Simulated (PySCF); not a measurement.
## Spinor energies of Tl⁴⁵⁺ (thallium, charge +45)

Start: [Kr]. Calculated with PySCF 2.14 in an even-tempered Gaussian basis (18 s from 2.6 bohr⁻², ratio 2.6; 16 p from 3.3 bohr⁻², ratio 2.6; 11 d from 3.3 bohr⁻², ratio 2.6; 5 f from 3.4 bohr⁻², ratio 2.8): generalised Hartree-Fock with the X2C-1e Hamiltonian and a Gaussian nucleus; spin-orbit coupling (SO) screened by Boettger's factors.

| spinor shell | electrons | ε, screened SO (eV) | weight of nominal j (screened SO) | rms radius, screened SO (bohr) |
| --- | --- | --- | --- | --- |
| 1s1/2 | 2 | -88212.9 | 1.000 | 0.0184 |
| 2s1/2 | 2 | -17689.8 | 1.000 | 0.0742 |
| 2p1/2 | 2 | -17049.2 | 1.000 | 0.0627 |
| 2p3/2 | 4 | -14975.5 | 1.000 | 0.0709 |
| 3s1/2 | 2 | -5906.1 | 1.000 | 0.187 |
| 3p1/2 | 2 | -5623.6 | 1.000 | 0.178 |
| 3p3/2 | 4 | -5140.0 | 1.000 | 0.194 |
| 3d3/2 | 4 | -4687.0 | 1.000 | 0.169 |
| 3d5/2 | 6 | -4583.7 | 1.000 | 0.173 |
| 4s1/2 | 2 | -2732.3 | 1.000 | 0.381 |
| 4p1/2 | 2 | -2601.0 | 1.000 | 0.377 |
| 4p3/2 | 4 | -2446.6 | 1.000 | 0.400 |

```tsv
quantity	screened SO
E (hartree)	-18895.91628
M_J	0
⟨J²⟩	0.000
⟨L²⟩	0.119
⟨S²⟩	0.119
```

Breit and QED terms are absent; they matter most for the inner s and p1/2 levels.

Densities and radii are taken from the X2C orbitals without a picture-change correction, which distorts them close to the nucleus.
